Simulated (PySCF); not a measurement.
Species: C3H13OPSi2.
SMILES: `CC(C)[Si@@H](P)O[SiH3]`

Torsions of this conformer, `[CH3:1][CH:2]([CH3:3])[Si@@H:4]([PH2:5])[O:6][SiH3:7]`: C1–C2–Si4–P5 -66°, C2–Si4–O6–Si7 -82°, H–P5–Si4–C2 76°, H–P5–Si4–C2 169°.

The closed-shell ground state was solved at several levels (PySCF, density fitting, gas phase, non-relativistic). One conformer (not necessarily the lowest) at the PBE0-D3(BJ)/def2-SVP geometry, without solvent, vibrations or thermal averaging.

```json
{"level": "PBE0/pcSseg-1", "basis functions": "205", "HOMO (eV)": "-7.33", "LUMO (eV)": "0.23", "gap (eV)": "7.56", "dipole (D)": "1.14"}
{"level": "PBE0/def2-SVPD", "basis functions": "259", "HOMO (eV)": "-7.29", "LUMO (eV)": "0.01", "gap (eV)": "7.30", "dipole (D)": "1.00"}
```

(1) What might HF/pcSseg-1 (205 basis functions) give for the same quantities?

(2) Over all these levels, which gives the widest orbital gap and which the narrowest?

(3) How far do the dipole and the HOMO energy spread over the levels?

Answers

(1) HOMO -9.92 eV, LUMO 3.40 eV, gap 13.32 eV, dipole 1.14 D.

(2) HF/pcSseg-1 (Hartree–Fock, all exact exchange) has the widest, 13.32 eV, and PBE0/def2-SVPD (global hybrid, 25 % exact exchange) the narrowest, 7.30 eV. Functional and basis both differ between the two, so the spread mixes both effects. The HOMO need not be the same orbital at Hartree–Fock and at DFT levels.

(3) The dipole runs from 1.00 to 1.14 D (mean 1.10 D) and the HOMO from -9.92 to -7.29 eV.
